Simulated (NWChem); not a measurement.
Correlation energy of F₂Si (+1)

```xyz
3

F      1.3739     0.0000     0.3454
Si     0.0000     0.0000    -0.4441
F     -1.3739     0.0000     0.3454
```
Charge +1, spin multiplicity 2.

Everything below was run with NWChem. All single points use one geometry, from UPBE/def2-SVP, a minimum by its harmonic frequencies.

Basis set: 3-21G. Each correlation energy counts from its own Hartree-Fock reference.

| method | correlation energy (mHa) |
|---|---|
| UMP2 | -280.7 |
| SCS-UMP2 | -270.1 |
| CCSD on UHF | -280.6 |
| CCSD[T] on UHF | -290.1 |
| CCSD(T) on UHF | -287.9 |
| CCSD on ROHF | -282.5 |
| CCSD[T] on ROHF | -292.6 |
| CCSD(T) on ROHF | -290.2 |
| CCSDT on ROHF | -290.3 |

The values span 22.5 mHa, from CCSD[T] on ROHF (lowest) to SCS-UMP2 (highest). 

The correlated methods keep 7 core orbitals frozen. This spin state was chosen for the runs; another may lie lower. The structure started from a generated list of species. The unpaired electrons of the parent sit in orbitals of symmetry a1 (C2v labels of the run); other states weren't searched. No SCF solution was tested for a lower state. Open-shell Hartree-Fock references start from PBE0 orbitals. Coupled-cluster values serve here as a point of comparison, not as the truth.
